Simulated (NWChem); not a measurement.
The numbers come from NWChem runs, not from measurements. System: H3ClSi, charge 0, spin multiplicity 1, at a geometry optimised with B3LYP/def2-SVP. The structure started from a generated list of species. Level: TD-PBE/def2-SVPD.

NWChem printed:

```
             Northwest Computational Chemistry Package (NWChem) 7.3.0
             --------------------------------------------------------

                                NWChem Input Module
                                -------------------

 Scaling coordinates for geometry "geometry" by  1.889725989
 (inverse scale =  0.529177249)

 Turning off AUTOSYM since
 SYMMETRY directive was detected!

                             Geometry "geometry" -> ""
                             -------------------------

 Output coordinates in angstroms (scale by  1.889725989 to convert to a.u.)

  No.       Tag          Charge          X              Y              Z
 ---- ---------------- ---------- -------------- -------------- --------------
    1 Si                  14.0000     0.99652100     0.02790600     0.00000000
    2 Cl                  17.0000    -1.08179200    -0.03029400     0.00000000
    3 H                    1.0000     1.46004300     0.74437600     1.21799800
    4 H                    1.0000     1.46004300     0.74437600    -1.21799800
    5 H                    1.0000     1.51909000    -1.36443200     0.00000000

 Effective nuclear repulsion energy (a.u.)      85.4045721171

            Nuclear Dipole moment (a.u.)
            ----------------------------
        X                 Y               Z
 ---------------- ---------------- ----------------
     0.0000113384     0.0000113384     0.0000000000

      Symmetry information
      --------------------

 Group name             Cs
 Group number              2
 Group order               2
 No. of unique centers     4

      Symmetry unique atoms

     1    2    3    5


 Summary of "ao basis" -> "" (spherical)
 ------------------------------------------------------------------------------
       Tag                 Description            Shells   Functions and Types
 ---------------- ------------------------------  ------  ---------------------
 *                         def2-svpd                  on all atoms

  pbe96 is a nonlocal functional; adding pw91lda local functional.

                                 NWChem DFT Module
                                 -----------------

 Summary of "ao basis" -> "ao basis" (spherical)
 ------------------------------------------------------------------------------
       Tag                 Description            Shells   Functions and Types
 ---------------- ------------------------------  ------  ---------------------
 Si                        def2-svpd                10       24   5s3p2d
 Cl                        def2-svpd                11       27   5s4p2d
 H                         def2-svpd                 4        8   2s2p

 Summary of "ao basis" -> "ao basis" (spherical)
 ------------------------------------------------------------------------------
       Tag                 Description            Shells   Functions and Types
 ---------------- ------------------------------  ------  ---------------------
 Si                        def2-svpd                10       24   5s3p2d
 Cl                        def2-svpd                11       27   5s4p2d
 H                         def2-svpd                 4        8   2s2p

      Symmetry analysis of basis
      --------------------------

        a'         50
        a"         25

            General Information
            -------------------
          SCF calculation type: DFT
          Wavefunction type:  closed shell.
          No. of atoms     :     5
          No. of electrons :    34
           Alpha electrons :    17
            Beta electrons :    17
          Charge           :     0
          Spin multiplicity:     1
          Use of symmetry is: off; symmetry adaption is: on
          Maximum number of iterations: 100
          AO basis - number of functions:    75
                     number of shells:    33
          Convergence on energy requested:  1.00D-06
          Convergence on density requested:  1.00D-05
          Convergence on gradient requested:  5.00D-04

              XC Information
              --------------
          PerdewBurkeErnzerhof Exchange Functional  1.000
            Perdew 1991 LDA Correlation Functional  1.000 local
           PerdewBurkeErnz. Correlation Functional  1.000 non-local
[...]
    1      6       0     0.16E+00   0.10+100        3.2
    2     12       0     0.97E-01   0.91E-02        3.3
    3     24       0     0.21E-01   0.72E-02        4.8
    4     36       0     0.68E-02   0.23E-03        4.8
    5     48       0     0.33E-02   0.23E-04        4.7
    6     60       0     0.15E-02   0.57E-05        4.6
    7     72       0     0.87E-03   0.95E-06        4.9
    8     84       4     0.41E-03   0.29E-06        4.9
    9     88       5     0.16E-03   0.51E-07        2.7
   10     90       6     0.98E-04   0.81E-08        2.3
  ----  ------  ------  ---------  ---------  ---------
  Convergence criterion met

  Ground state a'       -750.951513696299 a.u.

  ----------------------------------------------------------------------------
  Root   1 singlet a"             0.243161999 a.u.                6.6168 eV
  ----------------------------------------------------------------------------
     Transition Moments    X -0.00000   Y  0.00013   Z  0.27041
     Transition Moments   XX -0.00000  XY  0.00002  XZ  0.05418
     Transition Moments   YY  0.00002  YZ -0.03895  ZZ -0.00002
     Dipole Oscillator Strength                    0.0118537592
     Electric Quadrupole                           0.0000000003
     Magnetic Dipole                               0.0000014664
     Total Oscillator Strength                     0.0118552259

          sigma_e =   2.2342 Angstrom
          sigma_h =   1.6929 Angstrom
         |d_h->e| =   1.2757 Angstrom
            d_exc =   3.0869 Angstrom
            d_CD1 =   1.8170 Angstrom
            d_CD2 =  -0.6879 Angstrom
            d_CD3 =   4.3626 Angstrom
     Pearson C.C. =  -0.0058

     Occ.   17  a"  ---  Virt.   18  a'  -0.99696 X
  ----------------------------------------------------------------------------
  Root   2 singlet a'             0.243162381 a.u.                6.6168 eV
  ----------------------------------------------------------------------------
     Transition Moments    X -0.00758   Y  0.27030   Z -0.00013
     Transition Moments   XX -0.00296  XY  0.05187  XZ -0.00003
     Transition Moments   YY  0.04340  YZ  0.00002  ZZ -0.04044
     Dipole Oscillator Strength                    0.0118536043
     Electric Quadrupole                           0.0000000003
     Magnetic Dipole                               0.0000014664
     Total Oscillator Strength                     0.0118550710

          sigma_e =   2.2342 Angstrom
          sigma_h =   1.6929 Angstrom
         |d_h->e| =   1.2757 Angstrom
            d_exc =   3.0869 Angstrom
            d_CD1 =   1.8170 Angstrom
            d_CD2 =  -0.6879 Angstrom
            d_CD3 =   4.3626 Angstrom
     Pearson C.C. =  -0.0058

     Occ.   16  a'  ---  Virt.   18  a'  -0.99696 X
  ----------------------------------------------------------------------------
  Root   3 singlet a"             0.277094183 a.u.                7.5401 eV
  ----------------------------------------------------------------------------
     Transition Moments    X -0.00000   Y  0.00005   Z  0.15634
     Transition Moments   XX -0.00003  XY  0.00057  XZ  1.80667
     Transition Moments   YY -0.00022  YZ  0.87690  ZZ  0.00026
     Dipole Oscillator Strength                    0.0045150890
     Electric Quadrupole                           0.0000004569
     Magnetic Dipole                               0.0000015064
     Total Oscillator Strength                     0.0045170523

          sigma_e =   2.7949 Angstrom
          sigma_h =   1.6537 Angstrom
         |d_h->e| =   1.6274 Angstrom
            d_exc =   3.6364 Angstrom
            d_CD1 =   2.7686 Angstrom
            d_CD2 =  -0.5970 Angstrom
            d_CD3 =   5.2637 Angstrom
     Pearson C.C. =  -0.0031

     Occ.   16  a'  ---  Virt.   20  a"  -0.08083 X
     Occ.   17  a"  ---  Virt.   19  a'  -0.99036 X
     Occ.   17  a"  ---  Virt.   21  a'  -0.08081 X
  ----------------------------------------------------------------------------
  Root   4 singlet a'             0.277094553 a.u.                7.5401 eV
  ----------------------------------------------------------------------------
     Transition Moments    X  0.00437   Y -0.15627   Z  0.00005
     Transition Moments   XX  0.10307  XY -1.85062  XZ  0.00056
     Transition Moments   YY  0.72292  YZ  0.00027  ZZ -0.82599
     Dipole Oscillator Strength                    0.0045147853
     Electric Quadrupole                           0.0000004569
     Magnetic Dipole                               0.0000015063
     Total Oscillator Strength                     0.0045167485

          sigma_e =   2.7949 Angstrom
          sigma_h =   1.6537 Angstrom
         |d_h->e| =   1.6274 Angstrom
            d_exc =   3.6363 Angstrom
            d_CD1 =   2.7686 Angstrom
            d_CD2 =  -0.5969 Angstrom
            d_CD3 =   5.2637 Angstrom
     Pearson C.C. =  -0.0031

     Occ.   16  a'  ---  Virt.   19  a'   0.99036 X
     Occ.   16  a'  ---  Virt.   21  a'  -0.08082 X
     Occ.   17  a"  ---  Virt.   20  a"   0.08082 X
  ----------------------------------------------------------------------------
  Root   5 singlet a"             0.291189530 a.u.                7.9237 eV
  ----------------------------------------------------------------------------
     Transition Moments    X  0.00000   Y -0.00000   Z  0.00001
     Transition Moments   XX  0.00000  XY  0.00000  XZ  0.00011
     Transition Moments   YY -0.00000  YZ  0.00003  ZZ -0.00000
     Dipole Oscillator Strength                    0.0000000000
     Electric Quadrupole                           0.0000000000
     Magnetic Dipole                               0.0000027514
     Total Oscillator Strength                     0.0000027515

          sigma_e =   2.1256 Angstrom
          sigma_h =   1.6688 Angstrom
         |d_h->e| =   1.3192 Angstrom
            d_exc =   2.9822 Angstrom
            d_CD1 =   1.7759 Angstrom
            d_CD2 =  -0.5780 Angstrom
            d_CD3 =   4.3014 Angstrom
     Pearson C.C. =   0.0211

     Occ.   16  a'  ---  Virt.   20  a"   0.70682 X
     Occ.   17  a"  ---  Virt.   21  a'  -0.70678 X
  ----------------------------------------------------------------------------
  Root   6 singlet a"             0.297468811 a.u.                8.0945 eV
  ----------------------------------------------------------------------------
     Transition Moments    X  0.00000   Y -0.00000   Z -0.23266
     Transition Moments   XX -0.00000  XY -0.00000  XZ -2.15007
     Transition Moments   YY -0.00000  YZ -0.12449  ZZ  0.00000
     Dipole Oscillator Strength                    0.0107350138
     Electric Quadrupole                           0.0000006502
     Magnetic Dipole                               0.0000023464
     Total Oscillator Strength                     0.0107380103

          sigma_e =   2.1782 Angstrom
          sigma_h =   1.5333 Angstrom
         |d_h->e| =   1.5831 Angstrom
            d_exc =   3.1017 Angstrom
            d_CD1 =   2.2279 Angstrom
            d_CD2 =  -0.2727 Angstrom
            d_CD3 =   4.6847 Angstrom
     Pearson C.C. =  -0.0028

     Occ.   14  a'  ---  Virt.   20  a"  -0.10015 X
     Occ.   15  a"  ---  Virt.   19  a'   0.05846 X
     Occ.   15  a"  ---  Virt.   21  a'  -0.10015 X
     Occ.   16  a'  ---  Virt.   20  a"  -0.68956 X
     Occ.   17  a"  ---  Virt.   19  a'   0.10163 X
     Occ.   17  a"  ---  Virt.   21  a'  -0.68960 X
     Occ.   17  a"  ---  Virt.   22  a'  -0.07807 X

              Target root =      1
          Target symmetry = none
      Ground state energy =   -750.951513696299
        Excitation energy =      0.243161999068
     Excited state energy =   -750.708351697231

  stored tddft:energy   -750.70835169723136

 Task  times  cpu:       43.9s     wall:       43.9s

 Total times  cpu:       44.0s     wall:       44.0s
```

Problem. Write an NWChem input that would produce this output.

Solution. One answer among several that fit: 
```
start mol
memory heap 200 mb stack 900 mb global 1100 mb
geometry units angstroms nocenter noautoz
  Si     0.996521     0.027906     0.000000
  Cl    -1.081792    -0.030294     0.000000
  H      1.460043     0.744376     1.217998
  H      1.460043     0.744376    -1.217998
  H      1.519090    -1.364432     0.000000
  symmetry group Cs
end
basis spherical
  * library def2-svpd
end
dft
  xc xpbe96 cpbe96
  semidirect memsize 60000000 filesize 0
  iterations 100
end
tddft
  rpa
  nroots 6
  notriplet
  thresh 1e-4
end
task tddft energy
```
